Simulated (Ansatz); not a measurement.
Sn₄Te₃, 7 atoms. Hardware: 4 threads of Arm Neoverse V1 on a shared host.

In the def2 sets Sn, Te take a core potential; there is no spin–orbit coupling. Correlated methods freeze 28 core orbitals; core or outer-core shells of Sn, Te are correlated, in sets that lack core-valence functions.

Q: How many basis functions does each of these Ansatz runs have, and roughly what does it cost? PBE0-D4/def2-SVP, charge 1 doublet at the geometry of the charge 0 singlet, energy; PBE0-D4/def2-SVP, charge 0 singlet, energy, from earlier orbitals; PBE-D4/def2-TZVPD, charge 0 singlet, energy, from earlier orbitals; PBE-D4/def2-SVP, charge 0 singlet, energy, from earlier orbitals; PBE-D4/def2-SVP, charge 0 triplet at the geometry of the charge 0 singlet, energy, from earlier orbitals; r2SCAN-D4/def2-TZVP, charge 0 singlet, energy, from earlier orbitals; PBE0-D4/def2-TZVP, charge 0 singlet, energy, from earlier orbitals; RPA@PBE/def2-SVP, charge 0 singlet, energy, from earlier orbitals; PBE-D4/def2-TZVP, charge 0 singlet, energy, from earlier orbitals; r2SCAN-D4/def2-SVP, charge 0 singlet, frequencies; PBE0-D4/def2-SVP, charge 0 triplet at the geometry of the charge 0 singlet, energy; r2SCAN-D4/def2-SVP, charge 0 singlet, relaxation, 6 steps.

A: Other jobs shared the machine, so times can vary by a factor of up to 3. A dash marks memory too small to be measured apart from the calling script's.

```json
{"run": "PBE-D4/def2-SVP, charge 0 singlet, energy, from earlier orbitals", "functions": "182", "fitting or Cholesky vectors": "2124", "wall time": "4.5 s", "peak host memory (GiB)": "–"}
{"run": "PBE-D4/def2-TZVP, charge 0 singlet, energy, from earlier orbitals", "functions": "350", "fitting or Cholesky vectors": "2710", "wall time": "9.5 s", "peak host memory (GiB)": "0.95"}
{"run": "PBE0-D4/def2-SVP, charge 0 singlet, energy, from earlier orbitals", "functions": "182", "fitting or Cholesky vectors": "2367", "wall time": "10 s", "peak host memory (GiB)": "0.85"}
{"run": "RPA@PBE/def2-SVP, charge 0 singlet, energy, from earlier orbitals", "functions": "182", "fitting or Cholesky vectors": "2367", "wall time": "16 s", "peak host memory (GiB)": "0.81"}
{"run": "PBE-D4/def2-TZVPD, charge 0 singlet, energy, from earlier orbitals", "functions": "401", "fitting or Cholesky vectors": "2963", "wall time": "19 s", "peak host memory (GiB)": "1.4"}
{"run": "PBE0-D4/def2-SVP, charge 1 doublet at the geometry of the charge 0 singlet, energy", "functions": "182", "fitting or Cholesky vectors": "2367", "wall time": "24 s", "peak host memory (GiB)": "1.5"}
{"run": "r2SCAN-D4/def2-TZVP, charge 0 singlet, energy, from earlier orbitals", "functions": "350", "fitting or Cholesky vectors": "2710", "wall time": "24 s", "peak host memory (GiB)": "1"}
{"run": "PBE-D4/def2-SVP, charge 0 triplet at the geometry of the charge 0 singlet, energy, from earlier orbitals", "functions": "182", "fitting or Cholesky vectors": "2124", "wall time": "28 s", "peak host memory (GiB)": "0.78"}
{"run": "PBE0-D4/def2-TZVP, charge 0 singlet, energy, from earlier orbitals", "functions": "350", "fitting or Cholesky vectors": "3368", "wall time": "36 s", "peak host memory (GiB)": "2.5"}
{"run": "r2SCAN-D4/def2-SVP, charge 0 singlet, relaxation, 6 steps", "functions": "182", "fitting or Cholesky vectors": "2124", "wall time": "44 s", "peak host memory (GiB)": "–"}
{"run": "PBE0-D4/def2-SVP, charge 0 triplet at the geometry of the charge 0 singlet, energy", "functions": "182", "fitting or Cholesky vectors": "2367", "wall time": "47 s", "peak host memory (GiB)": "1.8"}
{"run": "r2SCAN-D4/def2-SVP, charge 0 singlet, frequencies", "functions": "182", "fitting or Cholesky vectors": "2124", "wall time": "2.8 min", "peak host memory (GiB)": "–"}
```
